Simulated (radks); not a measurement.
Species: Sm I. Configuration: [Xe] 4f(up 6, down 0) 6s2 (the NIST ground configuration). All-electron calculation, scalar-relativistic Kohn-Sham, r2SCAN, spin-polarised, spherical densities, finite nucleus; meta-GGA in the generalised Kohn-Sham scheme; Fermi nuclear charge, rms radius 5.0819 fm. Program: a radial shooting solver on a logarithmic mesh with Libxc functionals.

Radial electron density D(r) = 4 pi r^2 rho(r):

r (bohr)  D(r) (e/bohr)  spin D(r)
0.003848          28.10   0.000423
0.00448           34.06   0.000507
0.005257          41.14   0.000602
0.00612           48.47   0.000695
0.007182          56.54   0.000789
0.008361          64.12   0.000864
0.009811          71.44   0.000917
0.01142           77.10   0.000930
0.0134            81.04   0.000897
0.0156            82.41   0.000820
0.01831           81.32   0.000708
0.02132           78.43   0.000604
0.02482           74.98   0.000549
0.02912           72.67   0.000588
0.0339            73.65   0.000709
0.03979           79.27   0.000789
0.04632           88.52   0.000501
0.05436           99.62  -0.000721
0.06328           107.4   -0.00322
0.07426           108.6   -0.00706
0.08645           102.1   -0.00986
0.1014            90.83   -0.00583
0.1181            82.42     0.0163
0.1386            81.83     0.0815
0.1613            88.64      0.215
0.1893            95.37      0.475
0.2204            92.03      0.886
0.2587            75.47       1.53
0.3011            54.81       2.38
0.3534            40.17       3.48
0.4114            38.33       4.62
0.4828            43.48       5.63
0.562             45.32       6.19
0.6543            39.73       6.21
0.7678            29.05       5.71
0.8939            19.81       4.94
1.049             13.96       3.95
1.221             11.23       2.94
1.433             9.177       1.94
1.668             6.951       1.16
1.958             4.497      0.598
2.279             2.625      0.302
2.675             1.429      0.160
3.114            0.9150     0.0964
3.654            0.7088     0.0515
4.254            0.5858     0.0165
4.992            0.4301    -0.0101
5.811            0.2701    -0.0192
6.819            0.1328    -0.0162
7.939           0.05329   -0.00920
9.316           0.01544   -0.00366
10.85          0.003584   -0.00121
12.73         0.0005584  -0.000243

D(r) has 4 maxima, at r = 0.0157, 0.0702, 0.197, 0.544 bohr, and minima at 0.0303, 0.129, 0.389 bohr, inside which lie 1.95, 11.14, 29.16 electrons.
